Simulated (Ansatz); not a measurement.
Abridged output of a molecular run in Ansatz:

```
Functional definition: HF
1405 factors; integrals over basis functions are off by at most 1.2e-3 eV
mean field evaluation 1: about -71261.7606 eV, gradient 4.0e1 eV
mean field evaluation 2: about -71262.0311 eV, gradient 4.0e1 eV
mean field evaluation 4: about -71265.9206 eV, gradient 4.8e0 eV
mean field evaluation 8: about -71266.0092 eV, gradient 3.2e-1 eV
mean field evaluation 16: about -71266.0104 eV, gradient 2.7e-6 eV
mean field -71266.01036853 eV, -2618.9775752066 hartree, gradient 2.7e-6 eV, S^2 0.000000; 0 other end points of the search recorded, 0 dependent functions left out
16 core orbitals not correlated: weight in the atoms' cores, before any rotation towards them, 1.000 or more for the frozen orbitals, at most 0.000 for the correlated occupied ones
reference -71266.01036853 eV, -2618.9775752066 hartree; 17, 17 occupied and 203, 203 virtual orbitals, 1405 factors
second order -21.19923393 eV of doubles, -0.00000000 eV of singles
cycle   1  -21.33397454 eV  change   -1.3e-1 eV  update   1.1e-1
cycle   2  -21.95926704 eV  change   -6.3e-1 eV  update   3.3e-2
cycle   3  -22.07062507 eV  change   -1.1e-1 eV  update   1.7e-2
cycle   4  -22.05711220 eV  change    1.4e-2 eV  update   4.9e-3
cycle   5  -22.05727875 eV  change   -1.7e-4 eV  update   2.7e-3
cycle   6  -22.05764119 eV  change   -3.6e-4 eV  update   9.0e-4
cycle   7  -22.05709858 eV  change    5.4e-4 eV  update   3.5e-4
cycle   8  -22.05715851 eV  change   -6.0e-5 eV  update   1.3e-4
cycle   9  -22.05720391 eV  change   -4.5e-5 eV  update   5.0e-5
cycle  10  -22.05717576 eV  change    2.8e-5 eV  update   2.3e-5
perturbative correction -0.96129603 eV, -0.0353269775 hartree
Total energy: -71289.02884032 eV, -2619.8234884424 hartree
```

Its atoms:

```xyz
10

C     1.3575    0.6828    0.6211
As   -0.5854    0.7272    1.0264
N    -1.1257   -1.0405    0.4877
Si   -1.2868   -0.1702   -0.9734
H     1.5826    0.0853   -0.2625
H     1.8853    0.2713    1.4833
H     1.7026    1.7065    0.4602
H    -0.5974   -1.8620    0.7344
H    -2.6576   -0.0713   -1.5267
H    -0.2751   -0.3291   -2.0506
```

Task: Which basis set was used?
A. cc-pV(Q+d)Z
B. def2-SVP
C. def2-TZVPPD
D. def2-TZVPP

Result: D. It gives 236 functions.

Task: Write the keys of the input that set method, charge and spin (a neutral closed shell needs none for the last two).

Result: 
```yaml
correlation: {method: ccsd_t}
```
